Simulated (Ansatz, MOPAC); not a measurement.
Molecule: BiCl2, net charge 0, doublet state. SMILES: [Cl][Bi][Cl]

Atoms: Bi1, Cl2, Cl3. Bonds: Bi1-Cl2, Bi1-Cl3.

Bond lengths (Å) and angles (degrees) optimised at PM3 with MOPAC; B3LYP/LANL2DZ with Ansatz (a quantum-chemistry and plane-wave program); B3LYP/6-31G* with LANL2DZ past Ar with Ansatz, each started from the B3LYP-D3(BJ)/def2-TZVP structure (Ansatz) of the last column. A row stands for all coordinates that are equal there. 6-31G* holds six Cartesian d functions. No wavenumbers were computed at B3LYP/LANL2DZ, so these may be saddle points.

| coordinate | PM3 | B3LYP/LANL2DZ | B3LYP/6-31G* with LANL2DZ past Ar | B3LYP-D3(BJ)/def2-TZVP |
|---|---|---|---|---|
| Bi1-Cl2 | 2.370 | 2.511 | 2.462 | 2.457 |
| Cl2-Bi1-Cl3 | 102.9 | 101.6 | 100.8 | 99.5 |

Mean signed difference of all 2 bond lengths from B3LYP-D3(BJ)/def2-TZVP: PM3 -0.087 Å, B3LYP/LANL2DZ 0.054 Å, B3LYP/6-31G* with LANL2DZ past Ar 0.005 Å.
